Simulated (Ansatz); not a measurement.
Br$_{2}$Hg (SMILES [Br][Hg][Br]), singlet, geometry from GFN2-xTB (such geometries of metal compounds can be far from the true shape) (core potentials on Hg). Base run: PBE/def2-SVP (Ansatz, an electronic-structure program).

Geometry (Å):
```xyz
3

Hg     0.0000     0.0000     0.0000
Br     0.0000     0.0000     2.4232
Br     0.0000     0.0000    -2.4232
```
All else is at Ansatz's defaults.

Each row names what was changed in the base input (with any setting that the change needs).

```
change                                                                         basis functions        E (Eh)
-----------------------------------------------------------------------------  ---------------  ------------
base                                                                                        96   -5300.50935
basis = Sapporo-DKH3-DZP-2012; relativity = spin-free X2C; nucleus = Gaussian              151  -24836.27525
basis = x2c-SVPall; relativity = spin-free X2C; nucleus = Gaussian                         133  -24835.73614
basis = x2c-SVPall; relativity = none                                                      133  -21049.04246
basis = ANO-RCC-VDZP; relativity = none                                                    113  -20845.91557
basis = Sapporo-DKH3-DZP-2012; relativity = spin-free X2C                                  151  -24839.35325
basis = Sapporo-DKH3-DZP-2012; relativity = none                                           151  -21009.14501
basis = ANO-RCC-VDZP; relativity = spin-free X2C; nucleus = Gaussian                       113  -24837.06587
basis = ANO-RCC-VDZP; relativity = spin-free X2C                                           113  -24841.32507
basis = x2c-SVPall; relativity = spin-free X2C                                             133  -24839.24050
```

Totals shift with the method and basis; they matter in differences.

Ansatz warned in this series: the basis is contracted for relativity, which the run leaves out.

Basis sets contracted for a relativistic Hamiltonian are a mismatch without it, so the rows without relativity aren't non-relativistic limits. No row has spin-orbit coupling; sets with core potentials leave out the core electrons.
